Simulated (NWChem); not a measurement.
System meant: HfSClF; SMILES [F][Hf](=[S])[Cl]

Input file for NWChem:

```
start job
memory heap 200 mb stack 900 mb global 1100 mb
geometry units angstroms noautoz
  Hf    -0.369169     0.010910     0.445839
  S      0.684435    -1.843259    -0.136045
  F     -2.175280    -0.032174    -0.168940
  Cl     0.862406     1.928751    -0.146544
end
basis spherical
  * library def2-svp
end
ecp
  Hf library def2-ecp
end
dft
  xc xpbe96 cpbe96
  iterations 4
  mulliken
end
task dft energy
```

End of the output:

```
    Atom       Charge   Shell Charges
 -----------   ------   -------------------------------------------------------
    1 Hf  12    12.50   0.00  0.03  1.11  0.79  0.40  0.16  4.91  1.27  0.44  2.10  1.03  0.27
    2 S   16    15.51   2.00  1.96  0.98  0.70  5.79  1.72  2.33  0.03
    3 F    9     9.09   1.98  1.03  0.77  3.21  2.11  0.00
    4 Cl  17    16.89   2.00  1.96  1.04  0.75  5.82  2.28  3.04  0.01

 center of mass
 --------------
 x =  -0.06143570 y =  -0.00588903 z =   0.04321129

 moments of inertia (a.u.)
 ------------------
         933.170124305979          -0.000000000000          -0.000000000000
          -0.000000000000         570.590769589403           0.000000000000
          -0.000000000000           0.000000000000        1371.778740164482

     Multipole analysis of the density
     ---------------------------------

     L   x y z        total         alpha         beta         nuclear
     -   - - -        -----         -----         ----         -------
     0   0 0 0      0.000000    -27.000000    -27.000000     54.000000

     1   1 0 0      0.207742    -11.531436    -11.531436     23.270615
     1   0 1 0     -0.753150     -4.202153     -4.202153      7.651156
     1   0 0 1      1.083515     11.488271     11.488271    -21.893028

     2   2 0 0    -41.647618   -137.893278   -137.893278    234.138938
     2   1 1 0     -1.947830      2.948721      2.948721     -7.845273
     2   1 0 1     -1.927590     -5.355706     -5.355706      8.783822
     2   0 2 0    -41.518234   -233.052592   -233.052592    424.586951
     2   0 1 1     -0.538325     -2.230364     -2.230364      3.922403
     2   0 0 2    -35.941045    -28.987608    -28.987608     22.034171

 ------------------------------------------------------------------------
 dft energy failed                                                                                  0
 ------------------------------------------------------------------------
 ------------------------------------------------------------------------
  current input line :
    20: task dft energy
 ------------------------------------------------------------------------
 ------------------------------------------------------------------------
 This type of error is most commonly associated with calculations not reaching convergence criteria
 ------------------------------------------------------------------------
 For more information see the NWChem manual at https://nwchemgit.github.io

0:dft energy failed:Received an Error in Communication
```

**Question.** Can this run be used? If not, why, and what is the fix?

**Answer.** Convergence was not reached. Cause: the SCF was allowed too few iterations. This input runs:
```
start job
memory heap 200 mb stack 900 mb global 1100 mb
geometry units angstroms noautoz
  Hf    -0.369169     0.010910     0.445839
  S      0.684435    -1.843259    -0.136045
  F     -2.175280    -0.032174    -0.168940
  Cl     0.862406     1.928751    -0.146544
end
basis spherical
  * library def2-svp
end
ecp
  Hf library def2-ecp
end
dft
  xc xpbe96 cpbe96
  iterations 150
  mulliken
end
task dft energy
```
It converges to -1005.66098 Ha (PBE/def2-SVP with def2 effective core potentials on Hf).
